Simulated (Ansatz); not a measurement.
Gas-phase electronic energies from Ansatz, PBE0-D4/def2-TZVP geometries. CCSD(T)/CBS adds triple-zeta CCSD(T) − MP2 to the extrapolated MP2 energy (def2 sets, frozen cores). This one scheme is used for every species. Each species was taken in one conformer, which may not be the lowest.

`N[SiH2][Si](N)(O)O` + NH₃ → `N[Si](N)(O)O` + `N[SiH3]`  (cleavage of the Si–Si bond)

`N[SiH2][Si](N)(O)O`:

Z-matrix (Å, degrees):
```
Si
Si 1 2.337
N 1 1.730 2 104.6
H 1 1.491 2 111.2 3 116.2
H 1 1.497 2 111.5 3 -125.7
O 2 1.644 1 107.4 3 165.9
N 2 1.723 1 119.2 3 -73.4
O 2 1.650 1 103.0 3 43.4
H 3 1.009 1 116.9 2 -46.2
H 3 1.008 1 120.0 2 175.4
H 6 0.960 2 116.9 1 169.4
H 7 1.009 2 118.5 1 -72.7
H 7 1.009 2 118.2 1 64.2
H 8 0.960 2 116.8 1 -166.3
```

NH₃:

Z-matrix (Å, degrees):
```
N
H 1 1.013
H 1 1.013 2 107.1
H 1 1.013 2 107.1 3 -114.5
```

`N[Si](N)(O)O`:

```xyz
11

N    -1.373    0.060    0.847
Si    0.137    0.075    0.067
N     0.115   -0.795   -1.389
O     1.385   -0.640    0.869
O     0.415    1.693   -0.087
H    -1.755   -0.768    1.269
H    -1.756    0.907    1.230
H     0.847   -1.435   -1.637
H    -0.714   -0.897   -1.946
H     1.739   -0.145    1.609
H     0.960    1.945   -0.832
```

`N[SiH3]`:

Z-matrix (Å, degrees):
```
Si
N 1 1.720
H 1 1.486 2 107.9
H 1 1.494 2 116.0 3 -120.3
H 1 1.486 2 107.9 3 119.4
H 2 1.007 1 119.6 3 -168.6
H 2 1.007 1 119.6 3 49.2
```

```tsv
species	CCSD/def2-TZVPP energy (Eh)
`N[SiH2][Si](N)(O)O`	-842.66196
NH₃	-56.46834
`N[Si](N)(O)O`	-552.43089
`N[SiH3]`	-346.73355
```

Work out ΔE.

ΔE = (-552.43089) + (-346.73355) − (-842.66196) − (-56.46834) = -0.03414 Eh = -21.4 kcal/mol. CCSD(T)/CBS gives -20.3 kcal/mol.

Largest T1 diagnostic among the species: 0.012.

From PBE to PBE0 (25 % exact exchange), in def2-TZVPP and without D4, ΔE moves by −2.6 kcal/mol. The D4 term adds +1.5 kcal/mol with B3LYP and +0.9 kcal/mol with PBE0; it sums over pairs of atoms, weighted by their polarisabilities, and B3LYP, whose exchange is more repulsive, gets the larger term. In def2-TZVPP, CCSD(T) changes the Hartree–Fock value by +6.1 kcal/mol (the triples alone add +1.0 kcal/mol) and MP2 by +4.7 kcal/mol.

B3LYP here is the variant with VWN-RPA as its local correlation; programs differ in this.
